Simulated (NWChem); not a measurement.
System: SiH₃Cl; SMILES [SiH3]Cl

Computed with NWChem. Medium grid unless said otherwise, to which SCAN and Minnesota functionals are sensitive. Structure relaxed at the PBE0/def2-SVP level.

**Question.** Order these by “orbital gap (eV)”, lowest first: r2SCAN0/def2-SVP; LDA (Slater exchange, VWN5)/def2-SVP; M06-L/def2-SVP; B3LYP/def2-SVP; LC-wPBE (HJS exchange hole, range parameter 0.4 per bohr)/def2-SVP.

**Answer.** LDA (Slater exchange, VWN5)/def2-SVP (6.57), M06-L/def2-SVP (7.67), B3LYP/def2-SVP (8.66), r2SCAN0/def2-SVP (9.58), LC-wPBE (HJS exchange hole, range parameter 0.4 per bohr)/def2-SVP (14.27)
